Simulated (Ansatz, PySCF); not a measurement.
C₄H₁₀Cd. Atoms are numbered in the order given.

```xyz
15

Cd     0.0000     0.0000    -0.1998
C     -2.0744    -0.5043    -0.2052
C     -2.9584     0.3299     0.7185
H     -2.4289    -0.4258    -1.2476
H     -2.1541    -1.5745     0.0533
H     -2.6547     0.2456     1.7748
H     -2.9309     1.4025     0.4659
H     -4.0181     0.0211     0.6691
C      2.0744     0.5043    -0.2052
C      2.9584    -0.3299     0.7185
H      2.4289     0.4258    -1.2476
H      2.1541     1.5745     0.0533
H      2.6547    -0.2456     1.7748
H      2.9309    -1.4025     0.4659
H      4.0181    -0.0211     0.6691
```

Geometry: PBE0-D3(BJ)/def2-SVP. The isomer is the one that the SMILES or the coordinates give; other isomers of the formula were not compared. The def2 effective core potentials stand for the cores of Cd; spin–orbit coupling is left out. Other conformers were not sampled.

Vertical ionisation energy (IE) and electron affinity (EA) in eV. Rows of orbital energies are one-electron estimates. Where ΔSCF, EOM or ADC give a negative EA the extra electron is unbound and the value depends on the basis.

```csv
level,IE,EA
"−ε(HOMO), −ε(LUMO), r2SCAN/def2-TZVP (PySCF)",?,?
"ΔSCF, PBE0/def2-TZVPD (Ansatz), final states of multiplicity 2 and 2",7.99,-0.96
```

### Question
Fill in the missing entries. (Estimate from the structure and the level; the computed values follow.)

### Answer

- −ε(HOMO), −ε(LUMO), r2SCAN/def2-TZVP (PySCF), IE: 5.36
- −ε(HOMO), −ε(LUMO), r2SCAN/def2-TZVP (PySCF), EA: 0.50

### Question
What vertical singlet–triplet gap does ΔSCF give with PBE0/def2-TZVPD (Ansatz, a quantum-chemistry and plane-wave program)? (Estimate from the structure and the level; the computed values follow.)

### Answer
4.42 eV (triplet above singlet where positive).
